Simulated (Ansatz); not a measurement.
Job for Ansatz (a quantum-chemistry and plane-wave program): R-PBE0/def2-TZVPPD on CH7AlO (a complex), monomers drawn apart or pushed together. Files ending in .json are basis or fitting sets from the Basis Set Exchange.

Ansatz 0.2 input:
```yaml
crystal:
  periodic: [false, false, false]
  atoms:
    - {symbol: C, position_ang: [-0.17782191, 0.91678711, -0.61249953]}
    - {symbol: Al, position_ang: [-0.32978266, -0.37361313, 0.86026338]}
    - {symbol: H, position_ang: [0.86233420, 1.09224218, -0.90214643]}
    - {symbol: H, position_ang: [-0.69800575, 0.55581439, -1.50582924]}
    - {symbol: H, position_ang: [-0.61951890, 1.88521093, -0.36002209]}
    - {symbol: H, position_ang: [0.58492859, -1.68608149, 0.82906625]}
    - {symbol: H, position_ang: [-1.71430386, -0.46922958, 1.65672070]}
    - {symbol: O, position_ang: [1.38356532, 0.81661192, 3.86701539]}
    - {symbol: H, position_ang: [2.11782356, 0.25963303, 4.15743257]}
    - {symbol: H, position_ang: [0.80551410, 0.95948036, 4.62804090]}
basis:
  gaussian:
    orbitals: def2-TZVPPD.json
hamiltonian:
  xc: {name: PBE0}
scf: {lower_state_search: off}
```

Program output:

```
WARN ansatz: RAYON_NUM_THREADS=1 ignored (pool sized by the plan → 1); use --threads N
Functional definition: PBE0
these checks for a lower state are left out or cut short: stability, starts, cluster_reference, orbital_swaps, neighbouring_geometries, increment
integrals: 0.13 GiB planned
1082 factors; their error is unknown
mean field: 1.19 GiB planned
mean field evaluation 1: about -9779.7015 eV, gradient 7.1e1 eV
mean field evaluation 2: about -9769.3840 eV, gradient 9.8e1 eV
mean field evaluation 4: about -9789.5092 eV, gradient 5.3e0 eV
mean field evaluation 8: about -9789.5888 eV, gradient 4.6e-2 eV
mean field evaluation 16: about -9789.5888 eV, gradient 2.4e-6 eV
mean field -9789.58880987 eV, -359.7607531411 hartree, gradient 2.4e-6 eV, S^2 0.000000; 0 other end points of the search recorded, 0 dependent functions left out
reference -9789.58886019 eV, -359.7607549904 hartree; 17, 17 occupied and 227, 227 virtual orbitals, 1082 factors
Total energy: -9789.58886019 eV, -359.7607549904 hartree
Checks for a lower state left out: stability, starts, cluster_reference, orbital_swaps, neighbouring_geometries, increment
```

The calculation finished and met its thresholds.

Cost: around 1.9 core-seconds (rough).
